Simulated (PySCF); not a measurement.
**Working out the ionisation energy of Sn**

Sn [Kr] 4d10 5s2 5p2 (3P) → Sn⁺ [Kr] 4d10 5s2 5p1 (2P). All numbers are calculated (PySCF 2.14, scalar relativity through the core potential, in aug-cc-pwCVTZ-PP with ECP28MDF). Frozen: nothing. Energies in hartree (1 hartree = 27.21139 eV):

| part | Sn (lower) | Sn⁺ (upper) |
| --- | --- | --- |
| UHF | -213.340604 | -213.088951 |
| MP2 opposite-spin | -0.513041 | -0.505725 |
| MP2 same-spin | -0.258197 | -0.249896 |

What does Hartree-Fock give?

(-213.088951) − (-213.340604) = 0.251653 hartree = 6.848 eV.

What do MP2 and SCS-MP2 (6/5 opposite-spin, 1/3 same-spin) give?

The opposite-spin parts differ by 0.199 eV and the same-spin parts by 0.226 eV. MP2: 6.848 + (0.199) + (0.226) = 7.273 eV. SCS-MP2: 6.848 + 1.2 × (0.199) + (0.226)/3 = 7.162 eV.

Measured between the centres of the two terms (NIST): 7.389 eV, so MP2 (valence and next inner shell) is off by -0.116 eV.

What remains against the reference includes basis incompleteness and correlation beyond second order.
